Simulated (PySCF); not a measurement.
Rapidly exchanging positions averaged, no solvent model, no relativistic terms, a single conformation. Coordinates at the GFN2-xTB level; σ from GIAO-PBE0/pcSseg-1; PySCF 2.14.

Referencing at the same level of theory: $^{1}$H (σ = 31.72 ppm), $^{13}$C (σ = 186.93 ppm) vs TMS. Shifts are as computed. Against solution values, carbons near 30 ppm lie about +3 ppm off and those near 130 ppm about +5 ppm. Of 1211 compounds with measured shifts, 218 miss one by over three times the rms of a fit or turn the order of signals round; such compounds aren't used in these exercises.

Question: Order these molecules by the shift of their most shielded carbon-bound hydrogen, lowest δ first.
A. C=C1CC[C@H]1/C=N\C
B. N#Cc1cpc(C=O)cn1
C. FCc1ccon1
D. N#CC1CCCCC1

Answer: D (1.12 ppm, hydrogen on an sp3 CH2 in a ring), A (1.77 ppm, hydrogen on an sp3 CH2 in a ring), C (6.10 ppm, hydrogen on an sp3 CH2 bonded to F, on an aromatic ring), B (9.66 ppm, hydrogen on an aromatic CH).

Question: Order these molecules by the shift of their most deshielded carbon, lowest δ first.
A. N#CC1CCCCC1
B. C=C1CC[C@H]1/C=N\C
C. N#Cc1cpc(C=O)cn1

Answer: A (126.7 ppm, nitrile carbon), B (172.7 ppm, C=N carbon), C (195.4 ppm, aldehyde carbonyl carbon).

Question: How many $^{13}$C and $^{1}$H signals does each give (equivalence by symmetry and fast rotation, but not about amide C–N or C=N bonds)? `FCc1ccon1`, `C[C@@H]1C=C(F)[C@@H](C)O1`, `C=C1CC[C@H]1/C=N\C`, `N#Cc1cpc(C=O)cn1`, `N#CC1CCCCC1`

Answer: FCc1ccon1: 4 C, 3 H; C[C@@H]1C=C(F)[C@@H](C)O1: 6 C, 5 H; C=C1CC[C@H]1/C=N\C: 7 C, 9 H; N#Cc1cpc(C=O)cn1: 6 C, 3 H; N#CC1CCCCC1: 5 C, 7 H.
